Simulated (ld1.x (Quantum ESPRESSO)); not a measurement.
What one change does to a pseudopotential (zinc, TM)

Zn, norm-conserving Troullier–Martins (Kleinman–Bylander form), made with ld1.x (Quantum ESPRESSO) 7.5 (PBE, scalar-relativistic). Core [Ar] 3d10, reference 4s1 4p1. Waves: 4s (bound): rc 2.05 bohr; 4p (bound): rc 2.45 bohr. Local part: all-electron potential smoothed inside 1.55 bohr (lloc = -1). Core correction: a·sin(br)/r model core inside 1.30 bohr.

All-electron outer shells of the reference configuration (PBE, scalar-relativistic, ld1.x):

| shell | level (eV) | outermost node (bohr) | outermost maximum (bohr) |
| --- | --- | --- | --- |
| 3p | -85.65 | 0.25 | 0.59 |
| 3d | -12.34 | – | 0.57 |
| 4s | -7.40 | 0.85 | 2.04 |
| 4p | -2.10 | 0.92 | 2.89 |

Change: wave 4s (bound): rc 2.05 bohr becomes 4s (bound): rc 2.46 bohr.

Cutoffs: the cutoffs (Ry, on a coarse ladder) from which the occupation-weighted sum of valence levels, in a spherical-Bessel basis at the reference potential, stays within 10 and 1 mRy of its value at 400 Ry; they do not see the model core or the augmentation charge, which bear on the density cutoff. Errors are all-electron minus pseudo energies relative to the spin-unpolarised reference configuration.

Problem. How do hardness, ghosts and transferability respond?

Solution. The potential gets softer (10 Ry and 25 Ry → 8 Ry and 18 Ry); of the 5 tests that both files solve, the error grows in 2 and shrinks in 0 by more than 15 % and 0.3 meV (median size 31.1 → 34.9 meV); neither file shows a bound ghost. A larger radius leaves more room for a smooth pseudo-wave, so fewer plane waves are needed.

| quantity | base | changed |
| --- | --- | --- |
| cutoff, loose | 10 Ry | 8 Ry |
| cutoff, tight | 25 Ry | 18 Ry |
| loose cutoff by channel (10 mRy a level) | s 10 Ry, p 6 Ry | s 8 Ry, p 6 Ry |
| bound ghosts | none | none |
| error for 4s2 4p0, meV [ΔE -5.09 eV] | -31 | -35 |
| error for 4s1 4p0, meV [ΔE 4.80 eV] | -25 | -24 |
| error for 4s1.5 4p0, meV [ΔE -1.15 eV] | -3.1 | -5.0 |
| error for 4s0 4p2, meV [ΔE 5.47 eV] | -32 | -40 |
| error for 4s0 4p1, meV [ΔE 11.13 eV] | -96 | -107 |
